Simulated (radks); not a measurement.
Values are calculated unless marked as measured or tabulated.
Q: These are the eigenvalues of the occupied orbitals of an atom or ion with whole-number occupations (eV). Level of theory: scalar-relativistic Kohn-Sham, SCAN, spin-polarised, spherical densities, finite nucleus; meta-GGA in the generalised Kohn-Sham scheme; Fermi nuclear charge, rms radius of each element as measured or else 0.836 A^(1/3) + 0.57 fm (a radial shooting solver on a logarithmic mesh with Libxc functionals).

orbital  eigenvalue
1s up     -41891.84
1s down   -41891.84
2s up     -6769.989
2s down   -6769.974
2p up     -6054.872
2p down   -6054.863
3s up     -1479.072
3s down   -1478.172
3p up     -1250.815
3p down   -1249.889
3d up     -930.9650
3d down   -930.2061
4s up     -308.1345
4s down   -305.6265
4p up     -233.2070
4p down   -230.6129
4d up     -125.9378
4d down   -123.1631
5s up      -53.2645
5s down    -51.9310
5p up      -35.0410
5p down    -33.9974
4f up      -14.2759

Which element is it, and in what charge state? The configuration may be excited. Open shells, if any, are filled with parallel spins first.

A: Z = 59, praseodymium, charge +2: Pr2+ in [Xe] 4f3. The list shows which subshells hold electrons but not how many an open one holds; the 1s level, -1539.5 hartree, gives Z - s = 55.5 by -(Z - s)^2/2, which with screening and relativity narrows Z to a few neighbours, and the depths of the outer levels then fix element, charge and occupations together.
